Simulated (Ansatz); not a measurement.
Program: Ansatz 0.2.0.

A structure relaxed at PBE0-D4/def2-TZVP, charge 0, multiplicity 1:

```xyz
6

F    -0.674    1.208   -1.480
Si    0.266    0.359   -0.524
C    -0.368   -0.743    0.684
N    -0.035    0.390    1.206
H     1.626    0.390   -1.070
H    -0.815   -1.604    1.184
```

(1) Give its formula and SMILES.

(2) Summarise the bond lengths by kind.

Results:

(1) CH2FNSi, `F[SiH]1C=N1`.

(2) 1 × F–Si 1.587 Å; 1 × C–Si 1.754 Å; 1 × N–Si 1.756 Å; 1 × H–Si 1.466 Å; 1 × C–N 1.292 Å; 1 × C–H 1.091 Å.
